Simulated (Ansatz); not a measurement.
`F[CH]1[CH2][GeH2]1` at its PBE0-D4/def2-TZVP geometry, where that method's forces vanish. Charge 0, multiplicity 1.

```json
{"atom": "F1", "x (Å)": "-1.243", "y (Å)": "-1.579", "z (Å)": "0.468"}
{"atom": "C2", "x (Å)": "-0.234", "y (Å)": "-0.912", "z (Å)": "-0.171"}
{"atom": "C3", "x (Å)": "0.669", "y (Å)": "-0.076", "z (Å)": "0.699"}
{"atom": "Ge4", "x (Å)": "-0.347", "y (Å)": "0.994", "z (Å)": "-0.590"}
{"atom": "H5", "x (Å)": "0.254", "y (Å)": "-1.556", "z (Å)": "-0.898"}
{"atom": "H6", "x (Å)": "0.315", "y (Å)": "0.046", "z (Å)": "1.718"}
{"atom": "H7", "x (Å)": "1.740", "y (Å)": "-0.233", "z (Å)": "0.626"}
{"atom": "H8", "x (Å)": "0.331", "y (Å)": "1.507", "z (Å)": "-1.853"}
{"atom": "H9", "x (Å)": "-1.486", "y (Å)": "1.809", "z (Å)": "0.002"}
```

Task: For each bond, give half the difference of the two atoms' forces along it (eV/Å; positive pushes the atoms apart) under PBE-D4, r2SCAN-D4, B3LYP-D4, ωB97M-V in def2-TZVPP. (Estimate.)

Result: Ansatz gave: 
| bond | length (Å) | PBE-D4 | r2SCAN-D4 | B3LYP-D4 | ωB97M-V |
| --- | --- | --- | --- | --- | --- |
| F1–C2 | 1.368 | 0.45 | 0.30 | 0.36 | 0.31 |
| C2–C3 | 1.506 | 0.02 | 0.01 | 0.14 | 0.11 |
| C2–Ge4 | 1.954 | 0.17 | 0.07 | 0.18 | -0.06 |
| C2–H5 | 1.087 | 0.04 | -0.10 | -0.21 | -0.17 |
| C3–Ge4 | 1.959 | 0.26 | 0.16 | 0.32 | 0.06 |
| C3–H6 | 1.086 | 0.08 | -0.05 | -0.13 | -0.08 |
| C3–H7 | 1.085 | 0.05 | -0.04 | -0.13 | -0.11 |
| Ge4–H8 | 1.523 | -0.03 | -0.09 | -0.10 | -0.06 |
| Ge4–H9 | 1.521 | -0.01 | -0.09 | -0.09 | -0.08 |

B3LYP here is the variant with VWN-RPA as its local correlation; programs differ in this.
